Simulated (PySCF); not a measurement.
This singlet lies within 0.05 eV of the relaxed triplet at the level B3LYP-D3(BJ)/def2-TZVP // PBE-D3(BJ)/def2-SVP (PySCF).

Cartesian coordinates (Å):
```xyz
23

Ni    -0.0502     0.0035    -0.0478
O     -0.8178    -3.6721     0.7769
H     -0.4400    -4.5283     0.4853
H     -1.5262    -3.9262     1.4046
O      0.7091     3.6831    -0.8681
H      0.3289     4.5372    -0.5738
H      1.4168     3.9410    -1.4950
N      0.9211     1.4109     0.8705
H      0.9744     2.3102     0.3309
H      1.8996     1.1672     1.0978
H      0.4818     1.6549     1.7759
N     -1.0204    -1.4038    -0.9675
H     -1.9971    -1.1593    -1.2014
H     -1.0780    -2.3015    -0.4258
H     -0.5758    -1.6507    -1.8696
N      0.7834    -1.3147     1.1076
H      1.7491    -1.5356     0.8061
H      0.2778    -2.2347     1.1334
H      0.8659    -1.0175     2.0943
N     -0.8849     1.3215    -1.2027
H     -1.8513     1.5397    -0.9012
H     -0.9661     1.0256    -2.1898
H     -0.3816     2.2428    -1.2266
```
Charge +2, spin multiplicity 1.

Question: What HOMO–LUMO gap, charge on the central atom (Mulliken) and LUMO does TPSSh-D3(BJ)/def2-TZVP // PBE-D3(BJ)/def2-SVP (PySCF) give?

Answer: 
* **HOMO–LUMO gap**: 3.53 eV
* **charge on the central atom (Mulliken)**: 0.31 e
* **LUMO**: -10.30 eV
